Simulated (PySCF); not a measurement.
**How methods differ on the excitation energy of N**

N [He] 2s2 2p3 (4S) → N [He] 2s1 2p4 (4P), as a difference of total energies. Calculation: PySCF 2.14, in dyall-av3z; the spin-free X2C one-electron Hamiltonian (Gaussian nucleus). Correlated levels: valence: 1s2 frozen; virtual orbitals above 40 to 60 times the deepest correlated orbital energy dropped. The calculations carry no spin-orbit coupling.

| method | excitation energy (eV) |
| --- | --- |
| UHF | 10.895 |
| LDA | 10.579 |
| PBE | 10.400 |
| PBE0 | 10.642 |
| r2SCAN | 10.329 |
| revPBE | 10.357 |
| TPSSh | 10.699 |
| BP86 | 10.315 |
| PBEsol | 10.423 |
| MP2 (valence) | 11.070 |
| SCS-MP2 (valence) | 11.091 |

**Question.** How much does correlation contribute at MP2 (valence)?

**Answer.** 11.070 − (10.895) = 0.175 eV, measured against UHF.

Errors of the correlated levels include the incompleteness of this basis and the frozen core.

For comparison: 10.927 eV (measured; NIST levels, between the centres of gravity of the two terms).
